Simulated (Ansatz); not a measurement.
Consider the substitution at a C–Si bond: `CSC[SiH2]O` + H₂S → `CSCS` + silanol.

Gas-phase electronic energies from Ansatz, PBE0-D4/def2-TZVP geometries. CCSD(T)/CBS is the MP2 limit (def2-TZVPP, def2-QZVPP) plus CCSD(T) − MP2 in def2-TZVPP, frozen cores. This one scheme is used for every species. Functionals use def2-TZVPP. One conformer a species, not always the lowest.

```csv
level,ΔE (kcal/mol),difference from CCSD(T)/CBS
LDA (SPW92),13.6,0.5
CAM-B3LYP-D4,13.0,-0.1
ωB97X-V,12.7,-0.4
B2PLYP,12.0,-1.1
PBE-QIDH,12.9,-0.2
PBE0,12.4,-0.7
r2SCAN0,13.2,0.1
BHLYP,12.0,-1.1
CAM-B3LYP,12.2,-0.9
MP2/def2-QZVPP,12.7,-0.4
CCSD(T)/CBS,13.1,0
```

**Question.** What do rigid-rotor, harmonic-oscillator terms from PBE0-D4/def2-TZVP frequencies (298.15 K, 1 bar) make of the CCSD(T)/CBS value? (Best estimate.)

**Answer.** The calculation gave: ΔZPE = +0.8 kcal/mol, ΔH = +13.4 kcal/mol, ΔS = 7 J/(mol·K), ΔG = +12.9 kcal/mol. Modes under 50 cm⁻¹ make the entropy rough.

Largest T1 diagnostic among the species: 0.011.

In def2-TZVPP, CCSD(T) changes the Hartree–Fock value by +2.2 kcal/mol (the triples alone add +0.0 kcal/mol) and MP2 by +1.8 kcal/mol. Leaving LDA and LC-ωPBE aside and taking each functional with its dispersion term where it has one, the values, not all of them listed here, spread over 1.5 kcal/mol, from B2PLYP to B97M-V. LDA lies +1.8 kcal/mol from PBE without D4.
